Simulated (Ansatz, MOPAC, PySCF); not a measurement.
Complex: CH3F (SMILES CF) (first 5 atoms) with GeH4 (SMILES [GeH4]); geometry from B3LYP-D3(BJ)/def2-TZVP, rigid monomers moved along the line of their centres of mass till F2···Ge6 is 2.93 Å.
(charge 0, multiplicity 1):
```xyz
10

C     -0.433    -0.038    -0.156
F      0.765    -0.171     0.540
H     -1.019     0.756     0.308
H     -0.207     0.214    -1.192
H     -0.973    -0.983    -0.105
Ge    -0.034    -0.188     3.359
H     -0.335     1.184     2.738
H      1.469    -0.479     3.294
H     -0.816    -1.273     2.604
H     -0.491    -0.180     4.828
```

Monomers are frozen at their geometry in the pair; levels with a basis set take the counterpoise correction.

The state that PM3 reach isn't checked.

Programs: Ansatz (an electronic-structure program); MOPAC for PM3 (differences of heats of formation); PySCF for the dispersion terms. 

Question: Predict the interaction energy from PM3.

Answer: 19 kJ/mol
